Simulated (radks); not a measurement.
Results of a calculation; reference values are marked as such.
Question: Excited configurations of the osmium ion Os3+: one electron is placed in a higher orbital outside [Xe] 4f14 5d4. The ground configuration is [Xe] 4f14 5d5. Code: a radial shooting solver on a logarithmic mesh with Libxc functionals. Model: Dirac Kohn-Sham, PBE, spin-unpolarised, spherical densities, finite nucleus; open shells fill j = l - 1/2 first; Fermi nuclear charge, rms radius 5.4126 fm. Excitation = E - E(ground); binding = E(ion) - E, where the ion is the core of charge +4; n* = 4/sqrt(2 binding) in atomic units, and the quantum defect is n - n*.

outer orbital  excitation (eV)  binding (eV)     n*  quantum defect  eigenvalue (eV)  <r> (bohr)
6f5/2                   30.749         9.880  4.694           1.306           -8.533       6.868
7s1/2                   22.721        17.907  3.487           3.513          -15.948       4.705
7p1/2                   25.336        15.292  3.773           3.227          -13.579       5.288
7d3/2                   29.752        10.876  4.474           2.526           -9.585       7.021
7f5/2                   33.773         6.856  5.635           1.365           -6.052       10.64

Estimate the row for 6p1/2.

Answer: excitation (eV) 11.815; binding (eV) 28.813; n* 2.749; quantum defect 3.251; eigenvalue (eV) -24.955; <r> (bohr) 2.779. The Delta-SCF ionisation energy is 40.628 eV (NIST Atomic Spectra Database: 41 eV, theoretical). Self-interaction in the functional shifts the binding energies and quantum defects, so they are the method's values and not measured ones. Spin polarisation and multiplet splitting are left out, so open shells lie too high by an amount that depends on their filling.

Beside tabulated values, note that spin-unpolarised runs miss the spin-polarisation part of the exchange energy of open shells.
